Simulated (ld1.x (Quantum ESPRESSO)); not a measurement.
**What one change does to a pseudopotential (tellurium, TM)**

tellurium, norm-conserving Troullier–Martins (Kleinman–Bylander form), made with ld1.x (Quantum ESPRESSO) 7.5 (LDA (PZ), scalar-relativistic). Core [Kr] 4d10, reference 5s1.75 5p4.25. Waves: 5s (bound): rc 1.85 bohr; 5p (bound): rc 1.70 bohr. Local part: all-electron potential smoothed inside 1.75 bohr (lloc = -2). Core correction: a·sin(br)/r model core, default radius (core density twice the valence density).

All-electron outer shells of the reference configuration (LDA (PZ), scalar-relativistic, ld1.x):

```csv
shell,level (eV),outermost node (bohr),outermost maximum (bohr)
4p,-114.54,0.38,0.74
4d,-42.03,0.36,0.81
5s,-15.56,0.91,1.77
5p,-6.26,1.00,2.14
```

Change: all radii but the core radius scaled by about 0.75 (s 1.38, p 1.28 bohr); local potential all-electron potential smoothed inside 1.32 bohr (lloc = -2).

Cutoffs: the cutoffs (Ry, on a coarse ladder) from which the occupation-weighted sum of valence levels, in a spherical-Bessel basis at the reference potential, stays within 10 and 1 mRy of its value at 400 Ry; they do not see the model core or the augmentation charge, which bear on the density cutoff. Errors are all-electron minus pseudo energies relative to the spin-unpolarised reference configuration.

**Question.** How do hardness, ghosts and transferability respond?

**Answer.** The bound ghosts move from d to d, p, s; of the 9 tests that both files solve, the error grows in 7 and shrinks in 1 by more than 15 % and 0.3 meV (median size 1.1 → 5.7 meV).

```tsv
quantity	base	changed
cutoff, loose	40 Ry	260 Ry
cutoff, tight	70 Ry	over 300 Ry
loose cutoff by channel (10 mRy a level)	s 15 Ry, p 30 Ry	s 40 Ry, p 230 Ry
bound ghosts	d	p, s, d
error for 5s2 5p4, meV [ΔE -2.32 eV]	0.0	-0.3
error for 5s2 5p3, meV [ΔE 7.60 eV]	-1.0	-5.7
error for 5s2 5p2, meV [ΔE 25.77 eV]	-7.3	-52
error for 5s2 5p3.5, meV [ΔE 1.67 eV]	-0.7	-1.4
error for 5s2 5p4.3, meV [ΔE -3.83 eV]	+0.6	0.0
error for 5s1 5p5, meV [ΔE 7.03 eV]	-1.7	-5.0
error for 5s2 5p0, meV [ΔE 89.91 eV]	-184	-930
error for 5s1.75 5p4.25 (spin-polarised), meV [ΔE -0.49 eV]	+2.0	+31
error for 5s2 5p4 (spin-polarised), meV [ΔE -2.80 eV]	+1.1	+35
```

 A true bound ghost makes a file unfit for plane-wave use even where its test errors are small: the radial tests pick states by their node count and pass the ghost by.
